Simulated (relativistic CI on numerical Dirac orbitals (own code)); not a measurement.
Sensitivity of the levels of Os8+ to α and to the nuclear radius

These numbers are calculated, not measured: Dirac-Coulomb-Breit CI, separate exchange-only KLI orbitals for each configuration, derivatives by finite differences, unscaled Slater integrals, QED left out (own radial code, finite nucleus).

CI space (outside the closed core [Kr] 4d10): 4f¹⁴5s²5p⁶, 4f¹⁴5s²5p⁵5d, 4f¹⁴5s5p⁶5d, 4f¹⁴5s²5p⁵5f, 4f¹³5s²5p⁶5d, 4f¹⁴5s²5p⁵6s, 4f¹³5s²5p⁶6s. Double excitations out of closed p, d and f shells are left out; levels of such configurations are missing from the list, as are those of other unlisted configurations, and high levels can miss mixing partners.

With x = (α/α₀)² − 1 an excitation energy changes as ω = ω₀ + qx; K = 2q/ω₀ is the relative enhancement. Terms are leading LS components, so labels can repeat. The field-shift factor is F = δν/δ⟨r²⟩ for the transition from the lowest level.

Lowest level 4f¹⁴5s²5p⁶ ¹S0.

```csv
Level,ω₀ (cm⁻¹),q (cm⁻¹),K,F (GHz/fm²)
4f¹⁴5s²5p⁵5d ³P°0,363690,8565,0.0471,9.61
4f¹⁴5s²5p⁵5d ³P°1,372043,12170,0.0654,9.69
4f¹⁴5s²5p⁵5d ³F°3,385652,10090,0.0523,9.56
4f¹⁴5s²5p⁵5d ³D°2,386732,14610,0.0755,9.87
4f¹⁴5s²5p⁵5d ³F°4,390065,21990,0.113,10.7
4f¹⁴5s²5p⁵5d ¹D°2,397743,20160,0.101,10.3
4f¹⁴5s²5p⁵5d ³D°3,412388,21750,0.105,10.9
4f¹⁴5s²5p⁵5d ³D°1,444070,36460,0.164,8.57
4f¹³5s²5p⁶5d ³P°2,480380,-92790,-0.386,38.7
4f¹³5s²5p⁶5d ³H°5,487711,-98730,-0.405,39.5
4f¹⁴5s²5p⁵5d ³F°2,491420,129700,0.528,-9.11
4f¹³5s²5p⁶5d ³D°3,493252,-96400,-0.391,39.1
4f¹³5s²5p⁶5d ³G°4,496131,-97780,-0.394,39.5
```

At this charge configurations can still be misplaced by up to about 7 % of their energy. Levels and lines within the n = 5 or 6 shells can be off by up to 10 % or somewhat more, and those that change n by about 2 %, since core polarisation is missing. Levels that differ in their count of f electrons can be misplaced by several ten thousand cm⁻¹, since the correlation energy of f electrons is missing or only estimated; rates across such gaps can be off by orders of magnitude.
